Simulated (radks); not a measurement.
The numbers below are computed, except where a source is named.
Question: Hg74+, 6 electrons, occupied as [He] 2s2 2p2. Code: a radial shooting solver on a logarithmic mesh with Libxc functionals. Model: scalar-relativistic Kohn-Sham, PBE, spin-unpolarised, spherical densities, point nucleus. Some entries of the table are withheld. Estimate them.

orbital,occ.,eigenvalue (hartree),<r> (bohr),<r^2> (bohr^2)
1s,2,-3376.380,(1),0.0003782
2s,2,(2),(3),(4)
2p,2,-752.8115,(5),(6)

Answer: 
(1) 1s <r> (bohr): 0.01654
(2) 2s eigenvalue (hartree): -822.4712
(3) 2s <r> (bohr): 0.06773
(4) 2s <r^2> (bohr^2): 0.005420
(5) 2p <r> (bohr): 0.06070
(6) 2p <r^2> (bohr^2): 0.004477
